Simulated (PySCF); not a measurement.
Excitations are Tamm–Dancoff values on a coarser integration grid. The basis has no diffuse functions, so Rydberg states are missing or too high.

Cartesian coordinates (Å):
SMILES: O[Si](O)(F)F
```xyz
7

O      1.2029     0.2421    -0.5837
Si    -0.1223    -0.2606     0.2020
O     -1.4420     0.3422    -0.5030
F     -0.0202     0.1491     1.7330
F     -0.2670    -1.8341     0.1935
H      2.0693     0.1269    -0.1859
H     -1.4208     1.2345    -0.8558
```
Charge 0, spin multiplicity 1.

Task: Give the total energy, dipole moment and S1 excitation (TDA) at the level TPSSh-D3(BJ)/def2-TZVP // B3LYP-D3(BJ)/def2-TZVP run with PySCF.

Result: 
The total energy is -641.2528 Ha and the dipole moment is 2.41 D. The S1 excitation (TDA) is 8.46 eV.
